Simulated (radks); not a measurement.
Task: Species: Hg8+. Configuration: [Xe] 4f14 5d4. Calculated with a radial shooting solver on a logarithmic mesh with Libxc functionals: Dirac Kohn-Sham, PBE, spin-unpolarised, spherical densities, finite nucleus; open shells are shared between the two j in proportion to 2j + 1; Fermi nuclear charge, rms radius 5.4648 fm.

Spin-orbit splittings of the eigenvalues, e(l+1/2) - e(l-1/2), with zeta = 2 splitting/(2l+1) and mean radii in bohr:

| shell | occ. | splitting (eV) | zeta (eV) | <r> j=l-1/2 | <r> j=l+1/2 |
|---|---|---|---|---|---|
| 2p | 6 | 1948 | 1298 | 0.05692 | 0.06560 |
| 3p | 6 | 431.5 | 287.7 | 0.1704 | 0.1863 |
| 3d | 10 | 92.48 | 36.99 | 0.1621 | 0.1669 |
| 4p | 6 | 104.3 | 69.52 | 0.4009 | 0.4350 |
| 4d | 10 | ? | ? | 0.4419 | 0.4530 |
| 4f | 14 | 4.232 | 1.209 | 0.4758 | 0.4822 |
| 5p | 6 | 20.15 | 13.43 | 0.9372 | 1.014 |
| 5d | 4 | 2.872 | 1.149 | 1.187 | 1.213 |
| 6p | 0 | 5.196 | 3.464 | 1.961 | 2.079 |

Estimate the 4d splitting.

Result: 19.47 eV (zeta = 7.787 eV).
